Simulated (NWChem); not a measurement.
Everything below was run with NWChem. System: H4AlO4, charge 0, spin multiplicity 2, at the geometry of a parent with another charge or spin, in a state set for the comparison that need not be this species' ground state. Its SCF solution wasn't tested for a lower state.

Job file:

```
start mol
memory heap 200 mb stack 900 mb global 1100 mb
geometry units angstroms nocenter noautoz
  Al     0.000000     0.000000    -0.000102
  O     -0.296185     1.485836    -0.929994
  H     -1.244966     1.593521    -1.034920
  O      1.485907     0.295806     0.929866
  H      1.592815     1.244472     1.036608
  O     -1.485907    -0.295806     0.929866
  H     -1.592815    -1.244472     1.036608
  O      0.296185    -1.485836    -0.929994
  H      1.244966    -1.593521    -1.034920
  symmetry group C2
end
basis spherical
  * library def2-svpd
end
dft
  xc xpbe96 cpbe96
  odft
  mult 2
  semidirect memsize 60000000 filesize 0
  iterations 100
end
task dft energy
```

The output up to the point where the run's verdict is printed (cleaned and shortened):

```
             Northwest Computational Chemistry Package (NWChem) 7.3.0
             --------------------------------------------------------

                                NWChem Input Module
                                -------------------

 Scaling coordinates for geometry "geometry" by  1.889725989
 (inverse scale =  0.529177249)

 Turning off AUTOSYM since
 SYMMETRY directive was detected!

                             Geometry "geometry" -> ""
                             -------------------------

 Output coordinates in angstroms (scale by  1.889725989 to convert to a.u.)

  No.       Tag          Charge          X              Y              Z
 ---- ---------------- ---------- -------------- -------------- --------------
    1 Al                  13.0000     0.00000000     0.00000000    -0.00010200
    2 O                    8.0000    -0.29618500     1.48583600    -0.92999400
    3 H                    1.0000    -1.24496600     1.59352100    -1.03492000
    4 O                    8.0000     1.48590700     0.29580600     0.92986600
    5 H                    1.0000     1.59281500     1.24447200     1.03660800
    6 O                    8.0000    -1.48590700    -0.29580600     0.92986600
    7 H                    1.0000    -1.59281500    -1.24447200     1.03660800
    8 O                    8.0000     0.29618500    -1.48583600    -0.92999400
    9 H                    1.0000     1.24496600    -1.59352100    -1.03492000

 Effective nuclear repulsion energy (a.u.)     240.3353891302

            Nuclear Dipole moment (a.u.)
            ----------------------------
        X                 Y               Z
 ---------------- ---------------- ----------------
    -0.0000000000    -0.0000000000     0.0000037795

      Symmetry information
      --------------------

 Group name             C2
 Group number              4
 Group order               2
 No. of unique centers     5

      Symmetry unique atoms

     1    2    3    4    5


 Summary of "ao basis" -> "" (spherical)
 ------------------------------------------------------------------------------
       Tag                 Description            Shells   Functions and Types
[...]
 d= 0,ls=0.5,diis    75   -545.1171390416 -4.64D-06  4.62D-07  6.31D-06    62.1
                                                     1.12D-05  9.60D-06
 d= 0,ls=0.5,diis    76   -545.1171435996 -4.56D-06  8.40D-07  4.27D-06    62.9
                                                     1.15D-05  7.40D-06
 d= 0,ls=0.5,diis    77   -545.1171480324 -4.43D-06  7.22D-07  2.83D-06    63.7
                                                     1.18D-05  5.60D-06
 d= 0,ls=0.5,diis    78   -545.1171523983 -4.37D-06  3.81D-06  1.73D-06    64.5
                                                     1.21D-05  4.30D-06
 d= 0,ls=0.5,diis    79   -545.1171563962 -4.00D-06  5.41D-06  1.60D-06    65.3
                                                     1.25D-05  4.12D-06
 d= 0,ls=0.5,diis    80   -545.1171604570 -4.06D-06  1.58D-06  1.65D-06    66.1
                                                     1.29D-05  4.22D-06
 d= 0,ls=0.5,diis    81   -545.1171651159 -4.66D-06  1.33D-06  1.03D-06    66.9
                                                     1.35D-05  3.59D-06
 d= 0,ls=0.5,diis    82   -545.1171700658 -4.95D-06  1.56D-06  6.09D-07    67.7
                                                     1.42D-05  3.01D-06
 d= 0,ls=0.5,diis    83   -545.1171752527 -5.19D-06  4.30D-06  5.49D-07    68.5
                                                     1.53D-05  2.75D-06
 d= 0,ls=0.5,diis    84   -545.1171806341 -5.38D-06  6.57D-06  1.16D-06    69.3
                                                     1.59D-05  3.03D-06
 d= 0,ls=0.5,diis    85   -545.1171855085 -4.87D-06  3.39D-06  4.56D-06    70.1
                                                     1.66D-05  4.55D-06
 d= 0,ls=0.5,diis    86   -545.1171905530 -5.04D-06  1.28D-06  8.01D-06    70.8
                                                     1.72D-05  7.12D-06
 d= 0,ls=0.5,diis    87   -545.1171959562 -5.40D-06  3.05D-06  1.16D-05    71.6
                                                     1.80D-05  1.01D-05
 d= 0,ls=0.5,diis    88   -545.1172013190 -5.36D-06  9.83D-07  1.67D-05    72.4
                                                     1.86D-05  1.44D-05
 d= 0,ls=0.5,diis    89   -545.1172072960 -5.98D-06  1.15D-06  2.19D-05    73.2
                                                     1.95D-05  1.87D-05
 d= 0,ls=0.5,diis    90   -545.1172133283 -6.03D-06  3.49D-06  2.87D-05    74.0
                                                     2.02D-05  2.39D-05
 d= 0,ls=0.5,diis    91   -545.1172218381 -8.51D-06  3.26D-06  3.05D-05    74.8
                                                     2.10D-05  2.67D-05
 d= 0,ls=0.5,diis    92   -545.1172308763 -9.04D-06  5.16D-06  3.35D-05    75.6
                                                     2.21D-05  3.00D-05
 d= 0,ls=0.5,diis    93   -545.1172374094 -6.53D-06  3.41D-06  4.61D-05    76.4
                                                     2.33D-05  3.83D-05
 d= 0,ls=0.5,diis    94   -545.1172441505 -6.74D-06  3.22D-06  5.94D-05    77.2
                                                     2.41D-05  4.86D-05
 d= 0,ls=0.5,diis    95   -545.1172545465 -1.04D-05  2.85D-06  6.54D-05    78.0
                                                     2.51D-05  5.55D-05
 d= 0,ls=0.5,diis    96   -545.1172660209 -1.15D-05  8.12D-07  7.26D-05    78.8
                                                     2.62D-05  6.22D-05
 d= 0,ls=0.5,diis    97   -545.1172779170 -1.19D-05  1.64D-06  8.27D-05    79.6
                                                     2.74D-05  7.04D-05
 d= 0,ls=0.5,diis    98   -545.1172900842 -1.22D-05  3.55D-06  9.60D-05    80.4
                                                     2.87D-05  8.08D-05
 d= 0,ls=0.5,diis    99   -545.1173021512 -1.21D-05  4.80D-06  1.14D-04    81.2
                                                     3.01D-05  9.35D-05
 d= 0,ls=0.5,diis   100   -545.1173123847 -1.02D-05  2.57D-06  1.40D-04    82.0
                                                     3.13D-05  1.12D-04
```

Convergence was not reached. The next line reads: Calculation failed to converge. NWChem stopped with the message: dft energy failed.
